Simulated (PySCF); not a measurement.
Two-component Hartree-Fock for S²⁺ (sulfur, charge +2)

Start: [Ne] 3s1 3p3; 3s1/2 filled at m_j = +1/2; 3p3/2 filled at m_j = -1/2, +1/2, +3/2. Calculated with PySCF 2.14 in x2c-TZVPall-2c (5s6p2d1f, 40 functions): generalised Hartree-Fock with the X2C-1e Hamiltonian and a Gaussian nucleus; one run each with spin-orbit coupling (SO) switched off, then screened by Boettger's factors. This is a chosen level, not necessarily the ground level.

```
spinor shell  electrons  ε, spin-free (eV)  ε, screened SO (eV)  weight of nominal j (screened SO)  rms radius, screened SO (bohr)
       1s1/2          2            -2538.1              -2538.1                              1.000                           0.112
       2s1/2          2            -272.32              -272.31                              1.000                           0.516
       2p1/2          2            -208.09              -209.67                              0.732                           0.489
       2p3/2          4            -208.09              -207.30                              0.866                           0.491
       3s1/2          1            -52.367              -52.366                              1.000                            1.68
       3p3/2          3            -36.400              -36.401                              0.662                            1.87
```

```
   quantity   spin-free  screened SO
E (hartree)  -397.21271   -397.21340
        M_J           2            2
       ⟨J²⟩       6.000        6.000
       ⟨L²⟩       0.000        0.000
       ⟨S²⟩       6.000        6.000
```

Each row is a mean over spinors that exchange with the open shell spreads, by up to 2.392 eV (2p3/2).

Rows whose weight is well below 1 are mixtures of j = l ± 1/2: exchange outweighs spin-orbit coupling there, and the label is only the starting occupation.

Without spin-orbit coupling the j labels of p, d and f shells carry no meaning; the spin-free column gives the mean over the occupied spinors of each nl shell.
